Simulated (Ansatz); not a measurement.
Molecule: MnO (charge 0, sextet). SMILES: [Mn]=[O]

Atoms: Mn1, O2. Bonds: Mn1-O2.

Bond lengths (Å) and angles (degrees) optimised at HF/STO-3G with Ansatz (a quantum-chemistry and plane-wave program); PBE/6-31G* with LANL2DZ past Ar with Ansatz; B3LYP/LANL2DZ with Ansatz; B3LYP/6-31G* with LANL2DZ past Ar with Ansatz, each started from the B3LYP-D3(BJ)/def2-TZVP structure (Ansatz) of the last column. A row stands for all coordinates that are equal there. 6-31G* holds six Cartesian d functions.

```json
[
 {"coordinate": "Mn1-O2", "HF/STO-3G": "1.749", "PBE/6-31G* with LANL2DZ past Ar": "1.629", "B3LYP/LANL2DZ": "1.664", "B3LYP/6-31G* with LANL2DZ past Ar": "1.635", "B3LYP-D3(BJ)/def2-TZVP": "1.631"}
]
```

Mean signed difference of all 1 bond lengths from B3LYP-D3(BJ)/def2-TZVP: HF/STO-3G 0.118 Å, PBE/6-31G* with LANL2DZ past Ar -0.002 Å, B3LYP/LANL2DZ 0.033 Å, B3LYP/6-31G* with LANL2DZ past Ar 0.004 Å.
